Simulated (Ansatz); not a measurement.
Consider the cleavage of the Sb–Si bond: `[OH][SbH][SiH2][SeH]` + HBr → `[OH][SbH][Br]` + `[SiH3][SeH]`.

Program: Ansatz. Geometries: PBE0-D4/def2-TZVP. ΔE: electronic, gas phase. CCSD(T)/CBS is the MP2 limit (def2-TZVPP, def2-QZVPP) plus CCSD(T) − MP2 in def2-TZVPP, frozen cores. Functionals use def2-TZVPP. B3LYP here is the variant with VWN-RPA as its local correlation; programs differ in this. Elements past krypton have def2 core potentials. For Br, Sb, Se outer-core shells are correlated without core-valence functions, which leaves a few kJ/mol of doubt a bond. Scalar relativity is left out up to krypton. Each species was taken in one conformer, which may not be the lowest.

CCSD(T)/CBS gives -61.6 kJ/mol.

Q: Another level gave -65.0 kJ/mol. Which?
A. HF/def2-TZVPP
B. B3LYP/def2-TZVPP
C. r2SCAN0/def2-TZVPP
D. CCSD/def2-TZVPP

A: C. r2SCAN0 -65.0, B3LYP -75.9, CCSD/def2-TZVPP -60.5, HF/def2-TZVPP -93.2 kJ/mol.

Q: What do rigid-rotor, harmonic-oscillator terms from PBE0-D4/def2-TZVP frequencies (298.15 K, 1 bar) make of the CCSD(T)/CBS value? (Best estimate.)

A: Ansatz gave: ΔZPE = +4.4 kJ/mol, ΔH = -60.1 kJ/mol, ΔS = 19 J/(mol·K), ΔG = -65.7 kJ/mol. Modes under 50 cm⁻¹ make the entropy rough.

Largest T1 diagnostic among the species: 0.013.

The D4 term adds +10.7 kJ/mol with B3LYP and +6.0 kJ/mol with PBE0; it sums over pairs of atoms, weighted by their polarisabilities, and B3LYP, whose exchange is more repulsive, gets the larger term. Leaving LDA and LC-ωPBE aside and taking each functional with its dispersion term where it has one, the values, not all of them listed here, spread over 14.9 kJ/mol, from B2PLYP to PBE-D4. LDA lies +17.5 kJ/mol from PBE without D4.

CCSD(T)/CBS has its own doubt, a few kJ/mol and more with outer-core shells, so smaller differences from it don't rank the levels.
